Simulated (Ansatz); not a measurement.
Input file for H₄InO₂Si, SMILES `[OH][In][O][SiH3]` radical:

```yaml
crystal:
  periodic: [false, false, false]
  atoms:
    - {symbol: O, position_ang: [-1.599107, 2.778239, -0.886380]}
    - {symbol: In, position_ang: [-1.681690, 0.842156, -0.387686]}
    - {symbol: O, position_ang: [0.134199, 0.081156, -0.003447]}
    - {symbol: Si, position_ang: [0.790449, -1.346229, 0.430022]}
    - {symbol: H, position_ang: [-0.678861, 3.065916, -0.870828]}
    - {symbol: H, position_ang: [0.776526, -2.323802, -0.696310]}
    - {symbol: H, position_ang: [2.202007, -1.125473, 0.845490]}
    - {symbol: H, position_ang: [0.056477, -1.971962, 1.569139]}
basis:
  gaussian: {orbitals: def2-SVP}
magnetization: {spin_polarized: true, initial_magnetization: 1}
correlation: {method: ccsd_t}
scf: {omitted_lower_state_checks: [cluster_reference]}
```

```sh
$ ansatz run in.yaml --threads 2 --pin off --events-out ev --progress --plain --max-ram 32768MiB --backend cpu
```

Log, shortened:

```
Functional definition: HF
965 factors; integrals over basis functions are off by at most 1.1e-3 eV
mean field evaluation 1: about -17137.8869 eV, gradient 3.7e1 eV
mean field evaluation 2: about -17137.9046 eV, gradient 3.7e1 eV
mean field evaluation 4: about -17143.8234 eV, gradient 2.6e0 eV
mean field evaluation 8: about -17143.9421 eV, gradient 2.1e-1 eV
mean field -17143.94346838 eV, -630.0283018806 hartree, gradient 9.0e-6 eV, S^2 0.758408; 2 other end points of the search recorded, 0 dependent functions left out
11 core orbitals not correlated: weight in the atoms' cores, before any rotation towards them, 1.000 or more for the frozen orbitals, at most 0.000 for the correlated occupied ones
reference -17143.94346838 eV, -630.0283018806 hartree; 17, 16 occupied and 64, 65 virtual orbitals, 965 factors
second order -14.89289623 eV of doubles, -0.00000000 eV of singles
cycle   1  -15.06810328 eV  change   -1.8e-1 eV  update   1.2e-1
cycle   2  -15.53713219 eV  change   -4.7e-1 eV  update   4.1e-2
cycle   3  -15.70902796 eV  change   -1.7e-1 eV  update   2.7e-2
cycle   4  -15.71157712 eV  change   -2.5e-3 eV  update   8.9e-3
cycle   5  -15.70595383 eV  change    5.6e-3 eV  update   4.8e-3
cycle   6  -15.70682273 eV  change   -8.7e-4 eV  update   1.9e-3
cycle   7  -15.70700101 eV  change   -1.8e-4 eV  update   9.5e-4
cycle   8  -15.70710980 eV  change   -1.1e-4 eV  update   4.0e-4
cycle   9  -15.70728903 eV  change   -1.8e-4 eV  update   2.0e-4
cycle  10  -15.70726383 eV  change    2.5e-5 eV  update   6.7e-5
cycle  11  -15.70724972 eV  change    1.4e-5 eV  update   2.6e-5
perturbative correction -0.40821753 eV, -0.0150017175 hartree
Total energy: -17160.05893562 eV, -630.6205343785 hartree
Checks for a lower state left out: cluster_reference
```

Hardware: 2 threads of a server CPU on a shared host. Wall time 39 s, peak host memory 0.77 GiB.

The correlation energy is -16.115 eV, 2.5 % of it from (T); the T1 diagnostic reads 0.0177.
